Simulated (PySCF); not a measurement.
ClSi, SMILES [Si]Cl (connectivity only; charge and spin as stated), charge +1, multiplicity 1. Atoms are numbered in the order given.

```xyz
2

Si     0.0000     0.0000    -1.0830
Cl     0.0000     0.0000     0.8918
```
Charge +1, spin multiplicity 1.

Geometry optimised at PBE-D3(BJ)/def2-TZVPD.

Two levels are set side by side: PBE/pcSseg-2 (PySCF) and B3LYP/pcSseg-2 (PySCF). GIAO shifts against HCl (³⁵Cl), TMS (²⁹Si) at the same level; non-relativistic, no solvent, atoms listed together averaged. Without spin–orbit terms, shifts of atoms bonded to Cl or Br come out too high at both levels. Differences are taken from unrounded values.

```csv
quantity,B3LYP,PBE,PBE minus B3LYP
δ(²⁹Si) of Si1 (ppm),186.1,173.7,-12.3
δ(³⁵Cl) of Cl2 (ppm),789.3,804.4,15.1
```

Rough cost on one machine, each run with all the roots and properties that it gave: B3LYP against PBE within a factor of 2.
